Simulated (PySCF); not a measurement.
**C₆ coefficients of unlike pairs at PBE0**

Calculated with PySCF 2.14 from the dipole response of each species, C₆(A,B) = (3/π) ∫ α_A(iu) α_B(iu) du, in atomic units, from isotropic polarisabilities. For ions this is the dispersion term alone; charge-induced terms of lower order in 1/R come first.

```
species      configuration                                    basis      relativity  α (bohr³)  C₆ (like pair)
   Al²⁺      [Ne] 3s1 (2S)                aug-cc-pVTZ-DK (6s5p3d2f)   spin-free X2C      13.92           37.27
    Li⁺           1s2 (1S)                   def2-QZVPPD (6s4p2d1f)            none     0.1566         0.05137
   Ne³⁺  [He] 2s2 2p3 (4S)                   aug-cc-pVTZ (5s4p3d2f)            none     0.6914          0.6092
    Mo⁺      [Kr] 4d5 (6S)  aug-cc-pVDZ-PP with ECP28MDF (5s5p4d2f)  core potential      19.89           128.3
```

**Question.** Estimate C₆ for Mo⁺ with Al²⁺.

**Answer.** The integral gives 65.00. The combination rule 2 C_A C_B / (C_A α_B/α_A + C_B α_A/α_B) gives 66.87 and the geometric mean 69.15.

No spin-orbit coupling is included.

The other pairs:

| pair | C₆ |
| --- | --- |
| Ne³⁺, Li⁺ | 0.1746 |
| Mo⁺, Li⁺ | 2.020 |
| Ne³⁺, Al²⁺ | 3.238 |
| Li⁺, Al²⁺ | 0.7981 |
| Mo⁺, Ne³⁺ | 7.698 |
